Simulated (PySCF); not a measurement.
# Atomic charges against the basis set

Species: BClH8Si3.
SMILES with atom numbers: `[SiH3:1][SiH2:2][SiH2:3][BH:4][Cl:5]` (hydrogens: H6, H7, H8 on Si1; H9, H10 on Si2; H11, H12 on Si3; H13 on B4)

PBE0 throughout (PySCF), one geometry, spherical d and f functions. Geometry: PBE0-D3(BJ)/def2-SVP, one conformer, isolated molecule. Atoms taken as equivalent share a column and are averaged. The first 7 of 9 kinds of atom are listed.

Mulliken charges (e):

```csv
basis,functions,Si1,Si2,Si3,B4,Cl5,H6/H7/H8,H9/H10
STO-3G,49,+0.347,+0.244,+0.323,+0.071,-0.181,-0.113,-0.113
6-31G,77,+0.287,+0.088,+0.247,-0.089,-0.074,-0.076,-0.067
pcSseg-0,77,+0.100,-0.132,+0.029,-0.037,-0.178,-0.008,+0.032
6-31G*,102,+0.163,+0.003,+0.132,-0.037,-0.089,-0.038,-0.025
cc-pVDZ,126,+0.088,-0.011,+0.061,0.000,-0.060,-0.021,-0.005
def2-SVP,126,+0.165,-0.020,+0.060,+0.038,-0.058,-0.042,-0.017
aug-cc-pVDZ,203,-0.984,-0.781,-0.805,-0.418,-0.211,+0.334,+0.379
"6-311+G(2d,p)",215,+0.044,+0.150,+0.163,-0.006,-0.138,-0.038,-0.031
def2-TZVP,227,+0.014,-0.014,-0.014,+0.072,-0.094,-0.005,+0.002
cc-pVTZ,278,+0.052,+0.002,+0.035,+0.007,-0.062,-0.012,-0.008
IGLO-III,291,+0.507,+0.222,+0.347,+0.081,-0.072,-0.151,-0.154
pcSseg-2,320,+0.341,+0.091,+0.233,+0.060,-0.131,-0.101,-0.069
```

IAO charges (e):

```json
{"basis": "STO-3G", "functions": "49", "Si1": "+0.377", "Si2": "+0.229", "Si3": "+0.368", "B4": "-0.173", "Cl5": "-0.030", "H6/H7/H8": "-0.121", "H9/H10": "-0.111"}
{"basis": "6-31G", "functions": "77", "Si1": "+0.174", "Si2": "+0.085", "Si3": "+0.198", "B4": "-0.134", "Cl5": "-0.025", "H6/H7/H8": "-0.053", "H9/H10": "-0.044"}
{"basis": "pcSseg-0", "functions": "77", "Si1": "+0.137", "Si2": "+0.036", "Si3": "+0.156", "B4": "-0.133", "Cl5": "-0.011", "H6/H7/H8": "-0.038", "H9/H10": "-0.025"}
{"basis": "6-31G*", "functions": "102", "Si1": "+0.277", "Si2": "+0.144", "Si3": "+0.277", "B4": "-0.129", "Cl5": "-0.031", "H6/H7/H8": "-0.087", "H9/H10": "-0.075"}
{"basis": "cc-pVDZ", "functions": "126", "Si1": "+0.272", "Si2": "+0.142", "Si3": "+0.274", "B4": "-0.133", "Cl5": "-0.028", "H6/H7/H8": "-0.085", "H9/H10": "-0.074"}
{"basis": "def2-SVP", "functions": "126", "Si1": "+0.284", "Si2": "+0.144", "Si3": "+0.277", "B4": "-0.132", "Cl5": "-0.018", "H6/H7/H8": "-0.089", "H9/H10": "-0.077"}
{"basis": "aug-cc-pVDZ", "functions": "203", "Si1": "+0.272", "Si2": "+0.145", "Si3": "+0.275", "B4": "-0.131", "Cl5": "-0.032", "H6/H7/H8": "-0.085", "H9/H10": "-0.075"}
{"basis": "6-311+G(2d,p)", "functions": "215", "Si1": "+0.296", "Si2": "+0.157", "Si3": "+0.295", "B4": "-0.140", "Cl5": "-0.029", "H6/H7/H8": "-0.093", "H9/H10": "-0.081"}
{"basis": "def2-TZVP", "functions": "227", "Si1": "+0.301", "Si2": "+0.159", "Si3": "+0.299", "B4": "-0.140", "Cl5": "-0.028", "H6/H7/H8": "-0.095", "H9/H10": "-0.083"}
{"basis": "cc-pVTZ", "functions": "278", "Si1": "+0.289", "Si2": "+0.153", "Si3": "+0.289", "B4": "-0.136", "Cl5": "-0.030", "H6/H7/H8": "-0.091", "H9/H10": "-0.079"}
{"basis": "IGLO-III", "functions": "291", "Si1": "+0.299", "Si2": "+0.157", "Si3": "+0.299", "B4": "-0.144", "Cl5": "-0.025", "H6/H7/H8": "-0.094", "H9/H10": "-0.082"}
{"basis": "pcSseg-2", "functions": "320", "Si1": "+0.299", "Si2": "+0.155", "Si3": "+0.297", "B4": "-0.139", "Cl5": "-0.029", "H6/H7/H8": "-0.094", "H9/H10": "-0.081"}
```

Hirshfeld charges (e):

```csv
basis,functions,Si1,Si2,Si3,B4,Cl5,H6/H7/H8,H9/H10
STO-3G,49,+0.248,+0.190,+0.204,+0.148,-0.160,-0.082,-0.084
6-31G,77,+0.183,+0.122,+0.133,+0.080,-0.043,-0.062,-0.061
pcSseg-0,77,+0.198,+0.139,+0.148,+0.067,-0.032,-0.067,-0.066
6-31G*,102,+0.190,+0.124,+0.138,+0.089,-0.047,-0.065,-0.063
cc-pVDZ,126,+0.205,+0.144,+0.153,+0.073,-0.030,-0.071,-0.070
def2-SVP,126,+0.210,+0.150,+0.156,+0.067,-0.017,-0.074,-0.072
aug-cc-pVDZ,203,+0.202,+0.141,+0.151,+0.072,-0.028,-0.071,-0.068
"6-311+G(2d,p)",215,+0.206,+0.141,+0.152,+0.071,-0.029,-0.072,-0.069
def2-TZVP,227,+0.203,+0.141,+0.151,+0.072,-0.030,-0.071,-0.068
cc-pVTZ,278,+0.203,+0.142,+0.151,+0.073,-0.031,-0.071,-0.069
IGLO-III,291,+0.203,+0.148,+0.152,+0.067,-0.022,-0.072,-0.070
pcSseg-2,320,+0.205,+0.143,+0.154,+0.073,-0.029,-0.072,-0.070
```

ESP-fitted charges (e):

```
        basis  functions     Si1     Si2     Si3      B4     Cl5  H6/H7/H8  H9/H10
       STO-3G         49  +0.236  +0.145  +0.096  +0.316  -0.220    -0.076  -0.063
        6-31G         77  +0.239  +0.086  +0.103  +0.245  -0.172    -0.072  -0.050
     pcSseg-0         77  +0.203  +0.032  +0.006  +0.319  -0.186    -0.060  -0.026
       6-31G*        102  +0.208  +0.043  +0.153  +0.154  -0.116    -0.063  -0.037
      cc-pVDZ        126  +0.171  +0.034  +0.148  +0.122  -0.091    -0.053  -0.031
     def2-SVP        126  +0.197  +0.020  +0.147  +0.135  -0.081    -0.061  -0.029
  aug-cc-pVDZ        203  +0.200  +0.028  +0.166  +0.130  -0.102    -0.061  -0.032
6-311+G(2d,p)        215  +0.202  +0.019  +0.196  +0.097  -0.090    -0.061  -0.030
    def2-TZVP        227  +0.201  +0.030  +0.182  +0.112  -0.090    -0.062  -0.034
      cc-pVTZ        278  +0.205  +0.032  +0.179  +0.118  -0.093    -0.063  -0.035
     IGLO-III        291  +0.214  -0.011  +0.200  +0.095  -0.080    -0.063  -0.023
     pcSseg-2        320  +0.221  +0.041  +0.177  +0.138  -0.106    -0.067  -0.038
```

Some averages cover members that differ in this geometry, most widely: H9/H10, Mulliken in aug-cc-pVDZ +0.339 to +0.419 e.

Q: Which scheme is steadiest as the basis changes?

A: Largest range over the bases for any column: Hirshfeld 0.14 e, ESP-fitted 0.22 e, IAO 0.24 e, Mulliken 1.49 e. Hirshfeld charges move least and Mulliken charges most, counted in e. Without the minimal STO-3G basis the ranges are Hirshfeld 0.03, ESP-fitted 0.22, IAO 0.16, Mulliken 1.49 e.

Q: How much do the charges still move between the two largest bases, IGLO-III and pcSseg-2?

A: At most, over all atoms: Mulliken 0.166 e, IAO 0.005 e, Hirshfeld 0.006 e, ESP-fitted 0.051 e.

Q: What do the same runs give for the total energy, the frontier levels and the dipole moment?

A: 
```tsv
basis	energy (Eh)	HOMO (eV)	LUMO (eV)	μ (D)
STO-3G	-1342.4635	-5.54	0.81	1.50
6-31G	-1357.6134	-7.77	-2.20	0.93
pcSseg-0	-1356.1582	-8.13	-2.54	0.92
6-31G*	-1357.7105	-7.64	-2.19	0.66
cc-pVDZ	-1357.7875	-7.63	-2.24	0.54
def2-SVP	-1357.3492	-7.68	-2.27	0.42
aug-cc-pVDZ	-1357.7940	-7.67	-2.33	0.61
6-311+G(2d,p)	-1357.8323	-7.69	-2.37	0.58
def2-TZVP	-1357.8348	-7.67	-2.35	0.54
cc-pVTZ	-1357.8496	-7.67	-2.34	0.54
IGLO-III	-1357.8321	-7.67	-2.33	0.47
pcSseg-2	-1357.8622	-7.70	-2.37	0.60
```

The dipole is fixed by the density alone, so its range of 1.08 D shows that the density itself changes with the basis, not only its division among atoms.
